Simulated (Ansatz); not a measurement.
Reaction (hydrogenolysis of a B–O bond): `OB(Cl)O[SiH3]` + H₂ → `OBCl` + `O[SiH3]`

Computed with Ansatz on PBE0-D4/def2-TZVP structures; ΔE is electronic, products minus reactants. CBS: MP2 limit from def2 TZ/QZ plus the TZ coupled-cluster correction, frozen cores. This one scheme is used for every species. DFT in def2-TZVPP. B3LYP here is the variant with VWN-RPA as its local correlation; programs differ in this. One conformer a species, not always the lowest.

```tsv
level	ΔE (kcal/mol)	difference from CCSD(T)/CBS
LDA (SPW92)	25.8	0.7
r2SCAN-D4	26.4	1.3
B97M-V	26.2	1.1
PBE0-D4	24.7	-0.4
r2SCANh-D4	26.3	1.2
PBE	22.7	-2.4
r2SCAN	25.9	0.8
PBE0	23.2	-1.9
B3LYP	23.3	-1.8
HF/CBS(def2)	24.1	-1.0
CCSD(T)/CBS	25.1	0
```

Largest T1 diagnostic among the species: 0.012.

The D4 term adds +2.5 kcal/mol with B3LYP and +1.4 kcal/mol with PBE0; it sums over pairs of atoms, weighted by their polarisabilities, and B3LYP, whose exchange is more repulsive, gets the larger term. At CCSD(T), def2-SVP lies +3.0 kcal/mol from the extrapolated value and def2-TZVPP +0.0 kcal/mol.
